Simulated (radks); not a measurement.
Excited configurations of Ca II: one electron is placed in a higher orbital outside [Ar]. The ground configuration is [Ar] 4s1. Method: non-relativistic Kohn-Sham, PBE, spin-unpolarised, spherical densities, point nucleus; computed with a radial shooting solver on a logarithmic mesh with Libxc functionals. Excitation = E - E(ground); binding = E(ion) - E, where the ion is the core of charge +2; n* = 2/sqrt(2 binding) in atomic units, and the quantum defect is n - n*.

4f: excitation (eV) 8.306; binding (eV) 3.467; n* 3.962; quantum defect 0.038; eigenvalue (eV) -2.482; <r> (bohr) 8.817
5s: excitation (eV) 6.103; binding (eV) 5.670; n* 3.098; quantum defect 1.902; eigenvalue (eV) -4.475; <r> (bohr) 7.454
5p: excitation (eV) 7.133; binding (eV) 4.640; n* 3.425; quantum defect 1.575; eigenvalue (eV) -3.618; <r> (bohr) 8.671
5d: excitation (eV) 8.623; binding (eV) 3.149; n* 4.157; quantum defect 0.843; eigenvalue (eV) -2.435; <r> (bohr) 11.95
5f: excitation (eV) 9.447; binding (eV) 2.326; n* 4.837; quantum defect 0.163; eigenvalue (eV) -1.782; <r> (bohr) 15.07
6s: excitation (eV) 8.441; binding (eV) 3.332; n* 4.042; quantum defect 1.958; eigenvalue (eV) -2.679; <r> (bohr) 12.69
6f: excitation (eV) 10.117; binding (eV) 1.655; n* 5.734; quantum defect 0.266; eigenvalue (eV) -1.308; <r> (bohr) 22.70
7s: excitation (eV) 9.576; binding (eV) 2.197; n* 4.977; quantum defect 2.023; eigenvalue (eV) -1.789; <r> (bohr) 19.35
7p: excitation (eV) 9.830; binding (eV) 1.943; n* 5.293; quantum defect 1.707; eigenvalue (eV) -1.577; <r> (bohr) 21.49
7d: excitation (eV) 10.254; binding (eV) 1.519; n* 5.987; quantum defect 1.013; eigenvalue (eV) -1.229; <r> (bohr) 26.75

The Delta-SCF ionisation energy is 11.772 eV (NIST Atomic Spectra Database: 11.872 eV, measured). Self-interaction in the functional shifts the binding energies and quantum defects, so they are the method's values and not measured ones. Spin polarisation and multiplet splitting are left out, so open shells lie too high by an amount that depends on their filling.

Beside tabulated values, note that spin-unpolarised runs miss the spin-polarisation part of the exchange energy of open shells.
